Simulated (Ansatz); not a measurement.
Name a neutral molecule of Cl, In and H with LUMO energy (PBE0/def2-TZVPP) between -2.00 and -1.70 eV and HOMO–LUMO gap (PBE/def2-TZVPP) between 4.70 and 5.00 eV (Ansatz, PBE0-D4/def2-TZVP geometry).

`[Cl][InH][Cl]` (-1.95 eV, 4.87 eV). Other molecules can fit too; these were computed, each in one conformer that needn't be the lowest.
